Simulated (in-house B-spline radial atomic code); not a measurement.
## Correlation energy from the adiabatic connection: −Z/r, Z = 0.75, wall at 1 bohr

Two electrons in a singlet, external potential −Z/r, Z = 0.75, wall at 1 bohr (atomic units). Full CI in B-splines (partial waves to l = 8, correlation up to 0.6 % small) with the density held fixed gives W(λ) = <V_ee>_λ − U, and E_c is the integral of W(λ) − W(0) from 0 to 1.

| λ | W(λ) − W(0) (hartree) |
| --- | --- |
| 0 | 0.00000 |
| 0.02 | -0.00211 |
| 0.05 | -0.00526 |
| 0.12 | -0.01250 |
| 0.25 | -0.02560 |
| 0.4 | -0.04014 |
| 0.6 | -0.05865 |
| 0.8 | -0.07621 |
| 1 | -0.09287 |

Q: Integrate the table by the trapezoid rule.

A: The strips give -0.00002, -0.00011, -0.00062, -0.00248, -0.00493, -0.00988, -0.01349, -0.01691, which sum to -0.04843 hartree. The direct value, W(1) − W(0) + T_c with T_c = 0.04437, is -0.04849; the curve is convex, so chords lie above it and the trapezoids fall short in size by 0.12 %.

Q: Now use only three numbers: W(0) = -1.8377, the initial slope W'(0) = -0.1059 (extrapolated from the first points) and the strong-coupling limit of the point-charge-plus-continuum model, W∞ = -1.919. What do second-order theory and the interpolation W(λ) = W∞ + (W(0) − W∞)/√(1 + 2χλ) of Seidl, Perdew and Levy give?

A: Second order keeps the slope alone: E_c = W'(0)/2 = -0.05295, +9 % in size against -0.04849. Matching the slope fixes χ = W'(0)/(W∞ − W(0)) = -0.1059/(-0.08130) = 1.30258. Integrating, with s = √(1 + 2χ) = 1.898727, E_c = −(W(0) − W∞)(s − 1)/(s + 1) = −0.08130 × 0.898727/2.898727 = -0.02521 hartree, -48.0 % in size against the full result. At λ = 1 the formula gives W − W(0) = -0.03848 against -0.09287. Part of the miss can come from the model's W∞, which here lies above the computed W at λ = 10, -2.25685.
